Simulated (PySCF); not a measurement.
Mapped SMILES: `[N:1]#[C:2][Si@@H:3]([SiH3:4])[CH:5]1[CH2:6][CH2:7]1`. Hydrogens are named by the atom that carries them. Ha(C6), Ha(C7) are cis to Si3 on the ring; Hb(C6), Hb(C7) are trans to Si3 on the ring.

How the numbers were obtained: geometry from PBE0-D3(BJ)/def2-SVP, GIAO HF/pcSseg-1 shieldings, in PySCF 2.14 (one conformer, equivalent nuclei averaged, relativity neglected, no solvent model).

Shifts are taken against calculated references (same method and geometry level): TMS for 13C (190.85 ppm), 1H (31.69 ppm), 29Si (393.43 ppm); NH3 for 15N (265.72 ppm).

| atoms | nucleus | count | δ (ppm) |
| --- | --- | --- | --- |
| N1 | 15N | 1 | 386.0 |
| C2 | 13C | 1 | 133.6 |
| H(C5) | 1H | 1 | -0.59 |
| C6 | 13C | 1 | 2.4 |
| Si4 | 29Si | 1 | -93.0 |
| C7 | 13C | 1 | -0.4 |
| Ha(C6) | 1H | 1 | ? |
| H(Si3) | 1H | 1 | ? |
| Ha(C7) | 1H | 1 | 0.10 |
| Hb(C7) | 1H | 1 | ? |
| Hb(C6) | 1H | 1 | 0.94 |
| C5 | 13C | 1 | -13.9 |
| H(Si4) | 1H | 3 | ? |
| Si3 | 29Si | 1 | -43.7 |

**Question.** Complete the table.

**Answer.** 
- H(Si4): 3.49 ppm, hydrogen on a silicon bonded to Si
- H(Si3): 3.34 ppm, hydrogen on a silicon bonded to 2 C, Si
- Hb(C7): 0.71 ppm, hydrogen on a three-membered-ring carbon; cyclopropane-type protons are shielded by the ring
- Ha(C6): 0.45 ppm, hydrogen on a three-membered-ring carbon; cyclopropane-type protons are shielded by the ring

Shifts are as computed. Against solution values, carbons near 30 ppm lie about -0 ppm off and those near 130 ppm about +7 ppm. Of 1211 compounds with measured shifts, 218 miss one by over three times the rms of a fit or turn the order of signals round; such compounds aren't used in these exercises. Experimental scales use liquid or dissolved standards, which lie at an offset from isolated NH3 (liquid NH3: subtract about 20 ppm). Unscaled 15N shifts of sp2 nitrogen come out 20 to 40 ppm too high even then.
